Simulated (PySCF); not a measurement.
SMILES C#CCCF (C₄H₅F), singlet (PBE/def2-SVP optimised geometry):

```
10

C      1.671    -0.742     0.007
C      0.449    -0.760     0.000
C     -1.012    -0.760     0.000
C     -1.644     0.635     0.000
F     -1.320     1.319    -1.156
H      2.752    -0.731     0.009
H     -1.387    -1.319    -0.886
H     -1.389    -1.307     0.893
H     -2.752     0.540     0.063
H     -1.288     1.223     0.875
```

Method: PBE/def2-TZVP run with PySCF 2.14.0.

**Question.** What are the frontier orbital energies and the dipole moment?

**Answer.** HOMO-2 -7.99 eV, HOMO-1 -6.60 eV, HOMO -6.58 eV, LUMO -0.32 eV, LUMO+1 -0.08 eV; dipole moment 1.83 D.

Meta-Löwdin charges at PBE/def2-TZVP: C1 -0.22, C2 -0.03, C3 -0.22, C4 0.09, F5 -0.30, H6 0.17, H7 0.14, H8 0.14, H9 0.11, H10 0.11.
